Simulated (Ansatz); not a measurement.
`B[Si](C)(C)F` and `B[SiH](C)C` differ in one atom or group.

Ansatz, PBE0-D4/def2-TZVP geometries, multiplicity 1. 

```csv
property,`B[Si](C)(C)F`
HOMO–LUMO gap (PBE0/def2-TZVPP) / eV,5.49
HOMO energy (B3LYP/def2-TZVPP) / eV,-7.69
HOMO–LUMO gap (ωB97M-V/def2-TZVPP) / eV,9.61
size of the dipole moment (ωB97M-V/def2-TZVPP) / D,1.69
HOMO–LUMO gap (PBE/def2-TZVPP) / eV,3.21
HOMO–LUMO gap (B3LYP/def2-TZVPP) / eV,5.10
```

What does the change do to each property? (Best estimate.)

Ansatz gave: 
```csv
property,`B[SiH](C)C`,shift
HOMO–LUMO gap (PBE0/def2-TZVPP) / eV,5.62,0.13
HOMO energy (B3LYP/def2-TZVPP) / eV,-7.61,0.08
HOMO–LUMO gap (ωB97M-V/def2-TZVPP) / eV,9.72,0.11
size of the dipole moment (ωB97M-V/def2-TZVPP) / D,0.77,-0.92
HOMO–LUMO gap (PBE/def2-TZVPP) / eV,3.39,0.18
HOMO–LUMO gap (B3LYP/def2-TZVPP) / eV,5.23,0.13
```

With PBE0 the HOMO rises by 0.09 eV and the LUMO rises by 0.21 eV, so the gap widens by about 0.12 eV. PBE moves the HOMO by 0.03 eV and ωB97M-V by 0.09 eV. Dipoles are sizes alone; their direction can turn.

B3LYP here is the variant with VWN-RPA as its local correlation; programs differ in this.
